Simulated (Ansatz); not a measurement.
Start from `NB(S)S` and change one element to get `[NH2][Ga]([SH])[SH]`.

Ansatz, PBE0-D4/def2-TZVP geometries, multiplicity 1. Each molecule was computed in one conformer, which needn't be the lowest.

Scalar relativity is left out up to krypton.

```tsv
property	`NB(S)S`
zero-point energy (PBE0-D4/def2-TZVP) / kJ/mol	132.9
LUMO energy (ωB97M-V/def2-TZVPP) / eV	1.70
size of the dipole moment (ωB97M-V/def2-TZVPP) / D	2.32
size of the dipole moment (B3LYP/def2-TZVPP) / D	2.29
ideal-gas entropy at 298 K and 1 bar (rigid rotor, harmonic PBE0-D4/def2-TZVP) / J/(mol·K)	323
HOMO energy (ωB97M-V/def2-TZVPP) / eV	-9.34
```

Question: What does the change do to each property? (Best estimate.)

Answer: Ansatz gave: 
```tsv
property	`[NH2][Ga]([SH])[SH]`	shift
zero-point energy (PBE0-D4/def2-TZVP) / kJ/mol	115.2	-17.7
LUMO energy (ωB97M-V/def2-TZVPP) / eV	1.32	-0.38
size of the dipole moment (ωB97M-V/def2-TZVPP) / D	0.56	-1.76
size of the dipole moment (B3LYP/def2-TZVPP) / D	0.55	-1.74
ideal-gas entropy at 298 K and 1 bar (rigid rotor, harmonic PBE0-D4/def2-TZVP) / J/(mol·K)	376	53
HOMO energy (ωB97M-V/def2-TZVPP) / eV	-9.65	-0.31
```

With PBE0 the HOMO falls by 0.17 eV and the LUMO falls by 0.48 eV, so the gap narrows by about 0.31 eV. PBE moves the HOMO by -0.04 eV and ωB97M-V by -0.31 eV. Dipoles are sizes alone; their direction can turn.

B3LYP here is the variant with VWN-RPA as its local correlation; programs differ in this.
